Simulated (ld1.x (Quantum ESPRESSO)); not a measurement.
BP86 RRKJ dataset for B, non-relativistic all-electron reference.

* Element: boron (B)
* Generator: ld1.x (Quantum ESPRESSO) 7.5
* Type: norm-conserving RRKJ (Kleinman–Bylander form)
* Functional: BP86
* Relativity: non-relativistic
* Frozen core: [He]
* Valence charge: 3
* Reference configuration: 2s2 2p0 (charge +1)
* Partial waves: 2p (bound, empty): rc 2.55 bohr; 3d channel at 0.4 Ry: rc 2.55 bohr; 2s (bound): rc 1.00 bohr
* Local potential: the s channel
* Core correction: none
* rho0: 0.005

All-electron outer shells of the reference configuration (BP86, non-relativistic, ld1.x):

```json
{"shell": "2s", "level (eV)": "-19.59", "outermost node (bohr)": "0.46", "outermost maximum (bohr)": "1.44"}
{"shell": "2p", "level (eV)": "-13.40", "outermost node (bohr)": "–", "outermost maximum (bohr)": "1.41"}
```

Calculated quality:

```
Cutoffs needed           : 60 Ry and 140 Ry (the cutoffs (Ry, on a coarse ladder) from which the occupation-weighted sum of valence levels, in a spherical-Bessel basis at the reference potential, stays within 10 and 1 mRy of its value at 400 Ry)
Ghost test               : no extra level below or beside the all-electron valence levels (p, d, s, f tested) (spherical-Bessel basis up to 400 Ry, 20 bohr box)
Largest excitation error : +157 meV (all-electron minus pseudo) for 2s0 2p3, out of 7 test configurations
```

Generation and tests took about 0.76 s on one core of a shared server CPU.
